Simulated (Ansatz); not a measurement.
Reaction (formal exchange of groups at a C–O bond): `COC1OB1F` + `[SiH3]Cl` → `FB1OC1[SiH2]Cl` + CH₃OH

Isolated molecules relaxed with PBE0-D4/def2-TZVP in Ansatz; ΔE leaves out vibrations. CCSD(T)/CBS is the MP2 limit (def2-TZVPP, def2-QZVPP) plus CCSD(T) − MP2 in def2-TZVPP, frozen cores. This one scheme is used for every species. Functionals use def2-TZVPP. B3LYP here is the variant with VWN-RPA as its local correlation; programs differ in this. One conformer a species, not always the lowest.

Is it downhill or uphill in electronic energy at CCSD(T)/CBS, and by how much? (Best estimate.)

Computed: Downhill: ΔE = -8.9 kcal/mol.

What do these levels give: B3LYP, HF/def2-TZVPP, MP2/def2-TZVPP, CCSD/def2-TZVPP, HF/def2-QZVPP, MP2/def2-QZVPP? (Best estimate.)

Computed: B3LYP -6.3, HF/def2-TZVPP -6.7, MP2/def2-TZVPP -8.7, CCSD/def2-TZVPP -8.1, HF/def2-QZVPP -6.8, MP2/def2-QZVPP -9.4 kcal/mol.

Largest T1 diagnostic among the species: 0.014.

From PBE to PBE0 (25 % exact exchange), in def2-TZVPP and without D4, ΔE moves by −1.1 kcal/mol. In def2-TZVPP, CCSD(T) changes the Hartree–Fock value by −1.0 kcal/mol (the triples alone add +0.3 kcal/mol) and MP2 by −2.0 kcal/mol. The D4 term adds −0.8 kcal/mol with B3LYP and −0.5 kcal/mol with PBE0; it sums over pairs of atoms, weighted by their polarisabilities, and B3LYP, whose exchange is more repulsive, gets the larger term.
